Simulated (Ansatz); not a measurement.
Basis-set extrapolation for C₄H₁₀O₃, SMILES `OCCOCCO` (PBE0-D4/def2-TZVP geometry, frozen core, the Gaussian-basis code of Ansatz). Multiplicity 1, RHF reference.

|  | def2-TZVPP | def2-QZVPP |
| --- | --- | --- |
| HF | -382.009575 | -382.027578 |
| MP2 correlation | -1.407338 | -1.509880 |
| CCSD(T) correlation | -1.509289 | not run |

Energies in hartree. Use E(X) = E(∞) + A·exp(−7.88·√X) for Hartree–Fock and E(X) = E(∞) + B·X^(−2.97) for correlation, with X = 3 and 4, and add CCSD(T) minus MP2 of the smaller set to the MP2 limit.

What is the CCSD(T) energy at the basis-set limit?

HF limit: -382.027578 + (-0.018003) × 0.13774 = -382.03006. MP2 limit: -1.509880 + (-0.102542) × 0.74074 = -1.58584. Higher-order term: -1.509289 − (-1.407338) = -0.10195. Total: -383.71785 hartree, 522.4 kJ/mol below CCSD(T)/def2-TZVPP.
